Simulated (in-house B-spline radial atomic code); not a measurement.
A fraction x of an electron is removed from 5p in La⁴⁺, starting from [Kr] 4d10 5s2 5p5 and keeping the highest spin. Computed with an all-electron radial atomic-structure program (B-spline basis): scalar-relativistic (X2C) PBE0, spin-polarised, spherical fractional occupations, Fermi nucleus of rms radius 4.855 fm.

Caution: exact exchange at fractional occupations of open shells leaves self-interaction of up to several eV.

```
   x  E(x) - E(0) (eV)  5p down level (eV)
   0            0.0000             -57.173
0.05            2.8722             -57.715
0.17            9.8761             -59.018
0.33           19.4583             -60.761
0.45           26.8283             -62.072
 0.5           29.9455             -62.619
0.54           32.4591             -63.058
0.63           38.1787             -64.045
0.82           50.5457             -66.135
0.97           60.5901             -67.790
   1           62.6287             -68.122
```

The exact functional would give a straight line between the two integer points. Deviations E(x) - E(0) - x[E(1) - E(0)], in eV: -0.259 at x = 0.05, -0.771 at x = 0.17, -1.209 at x = 0.33, -1.355 at x = 0.45, -1.369 at x = 0.5, -1.36 at x = 0.54, -1.277 at x = 0.63, -0.81 at x = 0.82, -0.16 at x = 0.97.

The curve lies below the straight line by up to 1.369 eV (at x = 0.5): convex, the delocalisation error, to which spherically averaged exact exchange adds.

Question: How well does Slater's transition state (minus the level at half occupation) give the ionisation energy?

Answer: It gives 62.619 eV against 62.629 eV from the two total energies; NIST lists 61.60 eV, ground level to ground level. The end point has an open shell averaged over its orbitals, so its exact exchange keeps a self-interaction and this is no true integer point.
